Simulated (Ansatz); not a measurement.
Program: Ansatz 0.2.0.

A structure relaxed at PBE0-D4/def2-TZVP, charge 0, multiplicity 1:

Cartesian coordinates in Å:
```
B -0.262 -0.280 -2.333
C 0.025 0.128 -0.863
S -0.263 -1.194 0.354
Ge 0.205 -0.107 2.196
F -0.982 1.156 2.409
H -0.747 -1.331 -2.627
H -0.003 0.515 -3.190
H -0.637 0.981 -0.654
H 1.044 0.525 -0.780
H 1.536 0.653 2.089
H 0.083 -1.048 3.399
```

Give its formula and SMILES.

CH6BFGeS, `BC[S][GeH2][F]`.

Summarise the bond lengths by kind.

1 × B–C 1.553 Å; 2 × B–H 1.194 to 1.197 Å; 1 × C–S 1.819 Å; 2 × C–H 1.096 to 1.100 Å; 1 × Ge–S 2.189 Å; 1 × F–Ge 1.747 Å; 2 × Ge–H 1.532 to 1.536 Å.
